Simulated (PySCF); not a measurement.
Isomers C5H5F3O2:

A. SMILES FC(O[C@H]1[C@]2(O)C[C@@H]21)(F)F
B. SMILES O1[C@H](OC(F)(F)F)C=CC1
C. SMILES COC(=O)/C=C/C(F)(F)F

Spectrum 1. 13C{1H} NMR (computed): δ 171.6 (C), 142.4 (CH), 136.6 (CH), 131.8 (C), 54.7 (CH3).

Spectrum 2. 13C{1H} NMR (computed): δ 131.1 (C), 70.8 (CH), 57.0 (C), 22.3 (CH2), 10.3 (CH).

Spectrum 3. 13C{1H} NMR (computed): δ 143.5 (CH), 133.3 (CH), 130.3 (C), 112.2 (CH), 81.0 (CH2).

- geometry from GFN2-xTB
- shielding tensors at PBE0/pcSseg-1 (GIAO)
- program: PySCF 2.14
- fast rotation and ring inversion assumed for equivalent nuclei, one conformer, no relativistic terms, gas phase

Referencing at the same level of theory: 13C (186.93 ppm) vs TMS. Splittings of carbon signals by F and P are missing where no couplings were computed. Shifts are as computed. Against solution values, carbons near 30 ppm lie about +3 ppm off and those near 130 ppm about +5 ppm. Of 1211 compounds with measured shifts, 218 miss one by over three times the rms of a fit or turn the order of signals round; such compounds aren't used in these exercises.

Question: Match each spectrum to its structure.

Answer: 1–C, 2–A, 3–B.

- Spectrum 1 (C): 5 13C signals; δC 171.6 is an ester carbonyl carbon; δC 142.4 is a β carbon of a C=C–C=O unit.
- Spectrum 2 (A): 5 13C signals; δC 131.1 is a CF3 carbon; δC 70.8 is a three-membered-ring carbon.
- Spectrum 3 (B): 5 13C signals; δC 143.5 is an alkene CH; δC 133.3 is an alkene CH.
